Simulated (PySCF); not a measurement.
methyl(prop-1-en-2-yl)silane (C₄H₁₀Si), SMILES C=C(C)[SiH2]C. Atoms are numbered in the order given.

```xyz
15

C     -1.0387    -1.5724     0.9254
C     -0.8017    -0.3949     0.3060
C     -1.8677     0.3240    -0.4850
Si     0.9147     0.3946     0.4112
C      1.6783     0.6103    -1.3079
H     -2.0300    -2.0609     0.8792
H     -0.2594    -2.0960     1.5037
H     -1.5628     0.4604    -1.5454
H     -2.0467     1.3451    -0.0835
H     -2.8329    -0.2232    -0.4761
H      0.8007     1.7537     1.0608
H      1.7936    -0.4745     1.2726
H      1.7830    -0.3693    -1.8163
H      1.0453     1.2627    -1.9432
H      2.6826     1.0750    -1.2394
```

Coordinates come from a PBE-D3(BJ)/def2-SVP optimisation. Other conformers were not sampled.

These are PySCF with PBE/pcSseg-1 values and carry that method's errors.

GIAO shieldings, no solvent; atoms listed in one row are averaged. δ = σ(ref) − σ: ¹³C against TMS (σ = 182.0 ppm); ²⁹Si against TMS (σ = 335.4 ppm); ¹H against TMS (σ = 31.49 ppm), references at their B3LYP-D3(BJ)/def2-TZVP geometries, non-relativistic.

Computed chemical shifts:
```csv
nucleus,atoms,count,δ (ppm)
¹³C,C2,1,155.8
¹³C,C1,1,138.7
¹³C,C3,1,30.1
¹³C,C5,1,-2.4
²⁹Si,Si4,1,-32.2
¹H,"H6, H7",2,6.32
¹H,H11,1,4.94
¹H,H12,1,4.75
¹H,"H8, H9, H10",3,2.50
¹H,"H13, H14, H15",3,0.80
```
